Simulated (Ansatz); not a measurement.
BeS+, multiplicity 2 (lowest of 2S+1 = 2, 4 at CCSD(T)/def2-TZVPP on PBE0 minima; our sources give no spin for the ground state, which may be another), most abundant isotopes (9.0122 and 31.9721 u). Constants from fifth-degree fits in 1/R to seven points on the lowest solution found; no spin–orbit coupling, no relativity up to Kr; ω_e x_e and α_e move by some per cent with the fit.

Cores are frozen in the correlated methods. CBS: X⁻³ extrapolation of the correlation energy, Hartree–Fock from the larger set.

Programs: Ansatz (Gaussian basis) for Hartree–Fock, density functionals and correlated methods. Values without a source in brackets are computed.

| level | r_e (Å) | ω_e (cm⁻¹) | ω_e x_e (cm⁻¹) | α_e (cm⁻¹) |
|---|---|---|---|---|
| PBE/def2-TZVPP | 1.8559 | 841.7 | 5.28 | 0.00623 |
| CCSD(T)/CBS(aug-cc-pV(T+d)Z, aug-cc-pV(Q+d)Z) | 1.8393 | 874.9 | 5.42 | 0.00616 |

**Question.** Derive the rotational constants, the centrifugal constant, the fundamental, the zero-point energy and the force constant.

**Answer.** 
μ = 7.03046 u.
- PBE/def2-TZVPP: B_e = 16.8576/(μ r_e²) = 0.69613 cm⁻¹; B₀ = B_e − α_e/2 = 0.69301 cm⁻¹; D = 4B_e³/ω_e² = 1.90e-06 cm⁻¹; fundamental ω_e − 2ω_e x_e = 831 cm⁻¹; zero-point energy ω_e/2 − ω_e x_e/4 = 420 cm⁻¹; k = μ(2πcω_e)² = 293 N/m
- CCSD(T)/CBS(aug-cc-pV(T+d)Z, aug-cc-pV(Q+d)Z): B_e = 16.8576/(μ r_e²) = 0.70880 cm⁻¹; B₀ = B_e − α_e/2 = 0.70571 cm⁻¹; D = 4B_e³/ω_e² = 1.86e-06 cm⁻¹; fundamental ω_e − 2ω_e x_e = 864 cm⁻¹; zero-point energy ω_e/2 − ω_e x_e/4 = 436 cm⁻¹; k = μ(2πcω_e)² = 317 N/m

Ansatz is a first-principles code.
